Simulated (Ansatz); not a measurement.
Reaction (isomerisation): `C[Si]1(F)CS1` → `C=C(F)S[SiH3]`

Gas-phase electronic energies from Ansatz, PBE0-D4/def2-TZVP geometries. CBS: MP2 limit from def2 TZ/QZ plus the TZ coupled-cluster correction, frozen cores. DFT in def2-TZVPP. B3LYP here is the variant with VWN-RPA as its local correlation; programs differ in this. Each species was taken in one conformer, which may not be the lowest.

`C[Si]1(F)CS1`:

Z-matrix (Å, degrees):
```
C
Si 1 1.843
H 1 1.091 2 109.9
H 1 1.092 2 110.6 3 120.6
H 1 1.092 2 110.3 3 -119.7
F 2 1.594 1 108.6 3 -176.2
C 2 1.823 1 124.9 3 -31.3
S 2 2.068 1 122.5 3 39.8
H 7 1.086 2 119.9 1 -147.1
H 7 1.086 2 122.0 1 6.3
```

`C=C(F)S[SiH3]`:

Cartesian coordinates in Å:
```
C -1.958 0.783 0.707
C -0.707 0.357 0.700
F -0.353 -0.720 1.419
S 0.624 1.133 -0.138
Si 1.650 -0.602 -0.887
H -2.696 0.291 1.326
H -2.247 1.630 0.103
H 2.666 -0.028 -1.802
H 0.707 -1.478 -1.624
H 2.313 -1.365 0.196
```

| level | ΔE (kJ/mol) | difference from CCSD(T)/CBS |
| --- | --- | --- |
| r2SCAN-D4 | 283.6 | -3.3 |
| B3LYP-D4 | 265.2 | -21.7 |
| ωB97M-V | 282.5 | -4.4 |
| B2PLYP | 277.4 | -9.5 |
| PBE | 268.8 | -18.1 |
| r2SCAN | 283.6 | -3.3 |
| PBE0 | 282.6 | -4.3 |
| B3LYP | 265.0 | -21.9 |
| HF/def2-TZVPP | 263.8 | -23.1 |
| MP2/def2-TZVPP | 299.5 | 12.6 |
| SCS-MP2/def2-TZVPP | 284.4 | -2.5 |
| CCSD/def2-TZVPP | 281.1 | -5.8 |
| HF/def2-QZVPP | 265.5 | -21.4 |
| MP2/def2-QZVPP | 304.3 | 17.4 |
| SCS-MP2/def2-QZVPP | 289.5 | 2.6 |
| HF/CBS(def2) | 265.8 | -21.1 |
| CCSD(T)/CBS | 286.9 | 0 |

Largest T1 diagnostic among the species: 0.013.

From PBE to PBE0 (25 % exact exchange), in def2-TZVPP and without D4, ΔE moves by +13.7 kJ/mol. In def2-TZVPP, CCSD(T) changes the Hartree–Fock value by +15.8 kJ/mol (the triples alone add −1.5 kJ/mol) and MP2 by +35.6 kJ/mol.
